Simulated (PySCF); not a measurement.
# Calculated NMR data

Method: GFN2-xTB structure, NMR shieldings at PBE0/pcSseg-1/GIAO, in PySCF (no solvent, non-relativistic Hamiltonian, a single conformation, equivalent nuclei averaged).

Chemical shifts δ = σref − σ; ¹H (σref 31.72), ¹³C (σref 186.93) against TMS, all at this level. Splittings of carbon signals by F and P are missing where no couplings were computed. Where no couplings were computed, multiplicities follow the n + 1 count of equivalent neighbours, and m marks all less simple cases (inequivalent or close neighbours, rings, F or P nearby). Shifts are as computed. Against solution values, carbons near 30 ppm lie about +3 ppm off and those near 130 ppm about +5 ppm. Of 1211 compounds with measured shifts, 218 miss one by over three times the rms of a fit or turn the order of signals round; such compounds aren't used in these exercises.

Compound 1 (C$_{3}$H$_{2}$F$_{6}$). ¹H NMR (600 MHz, computed): δ 2.88 (m, 2H). ¹³C{¹H} NMR (computed): δ 131.3 (C), 44.1 (CH2). Structure: `FC(F)(F)CC(F)(F)F`.

Compound 2 (C$_{7}$H$_{8}$NP). ¹H NMR (600 MHz, computed): δ 9.59 (m, 1H), 8.87 (m, 1H), 7.46 (m, 1H), 2.60 (m, 1H), 1.52 (m, 2H), 1.03 (m, 2H). ¹³C{¹H} NMR (computed): δ 214.3, 176.2, 150.0, 125.8, 30.3, 23.0. Structure: `InChI=1S/C7H8NP/c1-4-8-7(9-5-1)6-2-3-6/h1,4-6H,2-3H2`.
